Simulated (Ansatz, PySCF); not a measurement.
Complex: N2 (SMILES N#N) (first 2 atoms) with C2H6O (SMILES CCO); geometry from B3LYP-D3(BJ)/def2-TZVP, rigid monomers moved along the line of their centres of mass till N2···H11 is 3.34 Å.
(charge 0, multiplicity 1):
```tsv
atom	x (Å)	y (Å)	z (Å)
N	1.1442	0.9875	-0.1931
N	0.7713	0.2465	0.5147
C	-1.6701	0.2714	4.6166
C	-0.2151	-0.0914	4.8653
O	0.1360	-1.3625	4.3303
H	-1.9153	1.2287	5.0831
H	-2.3301	-0.4943	5.0270
H	-1.8743	0.3593	3.5463
H	0.4441	0.6906	4.4666
H	-0.0196	-0.1630	5.9363
H	0.0352	-1.3236	3.3731
```

Counterpoise-corrected where a basis set is named; no monomer relaxation.

Correlated levels freeze the cores.

Codes used: Ansatz (a quantum-chemistry and plane-wave program) with Gaussian orbitals; PySCF for the dispersion terms. Values without a source in brackets are computed.

PBE/def2-TZVPPD gives -0.46 kcal/mol for the interaction energy.

Task: Where do these levels fall relative to PBE: PBE-D3(BJ)/def2-TZVPPD, r2SCAN/def2-TZVPPD, PBE0/def2-TZVPPD, wB97M-V/def2-TZVPPD, MP2/aug-cc-pVDZ, CCSD(T)/aug-cc-pVDZ.

Result: PBE-D3(BJ)/def2-TZVPPD -0.30; r2SCAN/def2-TZVPPD 0.07; PBE0/def2-TZVPPD 0.07; wB97M-V/def2-TZVPPD -0.13; MP2/aug-cc-pVDZ -0.17; CCSD(T)/aug-cc-pVDZ -0.14 kcal/mol. 2 of 6 lie above PBE; the widest gap is to PBE-D3(BJ)/def2-TZVPPD.
